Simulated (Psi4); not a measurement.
trisilane (H8Si3), singlet, geometry from GFN2-xTB.

Input for Psi4:
```
memory 2 GB

molecule {
0 1
  Si    1.84434748    0.77811444   -0.03231500
  Si    0.16416537   -0.81270586   -0.09228709
  Si   -1.99843538   -0.01529745    0.11893695
  H     3.19901703    0.23312390   -0.14758428
  H     1.70184530    1.75355602   -1.11706786
  H     1.81606434    1.54371778    1.21735150
  H     0.41379658   -1.82450880    0.94977864
  H     0.27643206   -1.59248980   -1.33779706
  H    -2.32028977    0.95246609   -0.93389650
  H    -2.19373438    0.68155636    1.39358787
  H    -3.03421581   -1.04897755    0.05493974
}

set basis cc-pvdz
set scf_type pk
set puream true
set d_convergence 1e-8
set dft_radial_points 99
set dft_spherical_points 590

energy('revpbe')
print_variables()
```

### Question
What does this run give for the total energy, dipole moment, number of basis functions, nuclear repulsion energy?

### Answer

The total energy comes out as -873.0711 Eh and the dipole moment is 0.11 D. The number of basis functions is 94 and the nuclear repulsion energy comes out as 193.8357 Eh.

### Question
Roughly what does it cost on one core?

### Answer
very roughly 80 core-seconds.
